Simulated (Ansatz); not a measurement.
Input file for GeH$_{8}$N$_{2}$OSi, SMILES `N[SiH2][O][GeH2][NH2]`:

```yaml
crystal:
  periodic: [false, false, false]
  atoms:
    - {symbol: N, position_ang: [-0.710404, -1.965930, -0.266983]}
    - {symbol: Si, position_ang: [-0.416742, -0.738747, -1.418917]}
    - {symbol: O, position_ang: [0.816628, 0.298104, -1.093205]}
    - {symbol: Ge, position_ang: [1.144494, 1.189967, 0.398976]}
    - {symbol: N, position_ang: [-0.385898, 1.132113, 1.409799]}
    - {symbol: H, position_ang: [-1.092141, -1.722089, 0.632826]}
    - {symbol: H, position_ang: [-0.137205, -2.791527, -0.221478]}
    - {symbol: H, position_ang: [-1.669877, 0.048143, -1.551716]}
    - {symbol: H, position_ang: [-0.056740, -1.409258, -2.691747]}
    - {symbol: H, position_ang: [2.247485, 0.468447, 1.187983]}
    - {symbol: H, position_ang: [1.541207, 2.604903, -0.052941]}
    - {symbol: H, position_ang: [-0.239344, 0.999215, 2.399715]}
    - {symbol: H, position_ang: [-1.041485, 1.886641, 1.267697]}
basis:
  gaussian: {orbitals: def2-TZVPP}
correlation: {method: ccsd_t}
```

```sh
$ ansatz run in.yaml --threads 2 --pin off --events-out ev --progress --plain --max-ram 22528MiB --backend cuda --devices 0, --max-vram 18GiB
```

The program prints (abridged):

```
Functional definition: HF
1750 factors; integrals over basis functions are off by at most 1.2e-3 eV
mean field evaluation 1: about -69462.4494 eV, gradient 5.7e1 eV
mean field evaluation 2: about -69462.7028 eV, gradient 5.7e1 eV
mean field evaluation 4: about -69469.0266 eV, gradient 4.5e0 eV
mean field evaluation 8: about -69469.1008 eV, gradient 2.8e-1 eV
mean field evaluation 16: about -69469.1016 eV, gradient 1.5e-6 eV
mean field -69469.10159505 eV, -2552.9423957697 hartree, gradient 1.5e-6 eV, S^2 0.000000; 0 other end points of the search recorded, 0 dependent functions left out
17 core orbitals not correlated: weight in the atoms' cores, before any rotation towards them, 1.000 or more for the frozen orbitals, at most 0.000 for the correlated occupied ones
reference -69469.10159505 eV, -2552.9423957697 hartree; 21, 21 occupied and 257, 257 virtual orbitals, 1750 factors
second order -28.58500729 eV of doubles, -0.00000000 eV of singles
cycle   1  -28.65981043 eV  change   -7.5e-2 eV  update   1.2e-1
cycle   2  -29.41551858 eV  change   -7.6e-1 eV  update   3.4e-2
cycle   3  -29.56295334 eV  change   -1.5e-1 eV  update   1.7e-2
cycle   4  -29.54675361 eV  change    1.6e-2 eV  update   3.8e-3
cycle   5  -29.54542006 eV  change    1.3e-3 eV  update   1.8e-3
cycle   6  -29.54614476 eV  change   -7.2e-4 eV  update   5.3e-4
cycle   7  -29.54583106 eV  change    3.1e-4 eV  update   2.0e-4
cycle   8  -29.54577728 eV  change    5.4e-5 eV  update   6.6e-5
cycle   9  -29.54579237 eV  change   -1.5e-5 eV  update   2.5e-5
perturbative correction -1.08122270 eV, -0.0397342012 hartree
Total energy: -69499.72861012 eV, -2554.0679178138 hartree
```

It took 9.5 s on 2 threads of an AMD EPYC 7R13 on a shared host and a share of an NVIDIA H100 80 GB, with 0.88 GiB of host memory at the peak.

Correlation energy per correlated electron: -0.729 eV. T1 diagnostic: 0.0114.
